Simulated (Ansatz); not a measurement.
`N[SiH2]C1O[SiH2]1`, charge 0, multiplicity 1.

(1) Give a relaxed structure at PBE0-D4/def2-TZVP (the Gaussian-basis code of Ansatz). (An estimate is asked.)

## Answers

(1) Computed: 
Z-matrix (Å, degrees):
```
Si
C 1 1.867
N 1 1.717 2 117.1
H 1 1.488 2 106.9 3 120.6
H 1 1.487 2 106.3 3 -120.2
Si 2 1.811 1 122.8 3 133.8
O 2 1.502 1 113.3 3 66.5
H 2 1.092 1 118.0 3 -65.9
H 3 1.008 1 119.3 2 -66.3
H 3 1.007 1 119.9 2 75.9
H 6 1.478 2 122.4 1 1.2
H 6 1.479 2 121.3 1 160.2
```
This is one stationary point; other conformers may exist.
